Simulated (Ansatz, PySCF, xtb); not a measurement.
Noncovalent pair: CH4O (SMILES CO) (first 6 atoms) with CH3Cl (SMILES CCl); geometry from B3LYP-D3(BJ)/def2-TZVP, rigid monomers moved along the line of their centres of mass till H6···Cl8 is 2.27 Å.
(charge 0, multiplicity 1):
```xyz
11

C     -0.52141    -0.45724    -0.31723
O      0.13506     0.73319     0.09353
H      0.16233    -1.15025    -0.81907
H     -1.29801    -0.16694    -1.02376
H     -0.99145    -0.97867     0.52416
H      0.79731     0.49673     0.75478
C     -0.60281     0.97143     3.08806
Cl     0.87590    -0.05139     2.95887
H     -0.36491     1.82198     3.71895
H     -0.86909     1.28794     2.08422
H     -1.38708     0.36780     3.53389
```

Counterpoise-corrected where a basis set is named; no monomer relaxation.

Codes used: Ansatz (a program for electronic structure) with Gaussian orbitals; PySCF for the dispersion terms; xtb for the GFN methods. Values without a source in brackets are computed.

One of these levels gives -2.37 kcal/mol for the interaction energy. Which one is it?
(A) B3LYP/def2-TZVPPD
(B) PBE-D4/def2-TZVPPD
(C) GFN-FF
(D) GFN1-xTB

C, GFN-FF. The others give -2.92 (GFN1-xTB), -3.38 (PBE-D4/def2-TZVPPD), -0.59 (B3LYP/def2-TZVPPD)
